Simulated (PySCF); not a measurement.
Electric field gradients and quadrupole coupling constants

C7H19NSi.
SMILES with atom numbers: `[CH3:1][CH2:2][C@@H:3]([CH3:4])[N:5]([SiH3:6])[CH:7]([CH3:8])[CH3:9]` (hydrogens: H10, H11, H12 on C1; H13, H14 on C2; H15 on C3; H16, H17, H18 on C4; H19, H20, H21 on Si6; H22 on C7; H23, H24, H25 on C8; H26, H27, H28 on C9)

Structure used (PBE0-D3(BJ)/def2-SVP), in Å, numbered top down from 1:
```
atom  x, y, z in Å
C1     1.1374   -0.4443   -2.1768
C2     1.9303   -0.1157   -0.9256
C3     1.1203   -0.1733    0.3754
C4     2.0192    0.1105    1.5780
N5    -0.0615    0.6869    0.3388
Si6    0.0513    2.4226    0.3392
C7    -1.3468    0.1046    0.7289
C8    -1.8274   -0.9629   -0.2502
C9    -1.3686   -0.4059    2.1696
H10    1.7673   -0.3792   -3.0767
H11    0.7213   -1.4635   -2.1339
H12    0.2948    0.2520   -2.2994
H13    2.3801    0.8877   -1.0217
H14    2.7796   -0.8127   -0.8234
H15    0.7533   -1.2102    0.4714
H16    2.4552    1.1216    1.5086
H17    1.4558    0.0535    2.5200
H18    2.8551   -0.6037    1.6305
H19    1.2789    2.8514   -0.3949
H20    0.1082    3.0567    1.7021
H21   -1.1628    2.9697   -0.3415
H22   -2.0797    0.9303    0.6729
H23   -1.1634   -1.8414   -0.2528
H24   -1.8657   -0.5628   -1.2732
H25   -2.8340   -1.3136    0.0249
H26   -0.6860   -1.2600    2.3041
H27   -2.3782   -0.7446    2.4495
H28   -1.0668    0.3862    2.8715
```

Field gradients from the PBE0/pcSseg-1 density (PySCF, non-relativistic), principal values in atomic units, ordered |Vxx| ≤ |Vyy| ≤ |Vzz|:

| atom | Vxx | Vyy | Vzz |
| --- | --- | --- | --- |
| N5 | 0.4111 | 0.7624 | -1.1735 |

Q: Find the asymmetry η = (Vxx − Vyy)/Vzz and the couplings χ = eQV/h (234.96 MHz × Q in barn × V in au), with Q(14N) = 0.02044 b.

A: 
```json
{"atom": "N5", "environment": "silicon-bound nitrogen", "nucleus": "14N", "η": "0.30", "χzz (MHz)": "-5.64", "χxx (MHz)": "1.97", "χyy (MHz)": "3.66"}
```

The tensor is traceless: Vxx + Vyy + Vzz = 0.

Q: What is Vzz at N5 in SI units (1 au = 9.71736 × 10²¹ V/m²)?

A: -1.1735 au = -11.403 × 10²¹ V/m².

Q: And the gradient at the other heavy atoms, for which no coupling is worked out here?

A: 
```
atom                   environment  Vzz (au)     η
  C1                 methyl carbon     0.043  0.66
  C2              chain CH2 carbon    -0.035  0.62
  C3  sp3 carbon bound to nitrogen     0.225  0.20
  C4                 methyl carbon     0.028  0.79
 Si6                  SiH3 silicon     0.179  0.04
  C7  sp3 carbon bound to nitrogen     0.221  0.23
  C8                 methyl carbon     0.034  0.70
  C9                 methyl carbon     0.025  0.44
```

Were the hydrogens deuterons (Q(2H) = 0.00286 b), χzz would run from 90 kHz (H20) to 198 kHz (H24, H17 and H10).

Geometry: PBE0-D3(BJ)/def2-SVP, one conformer, isolated molecule. With so small a basis the couplings can be 20 % off.
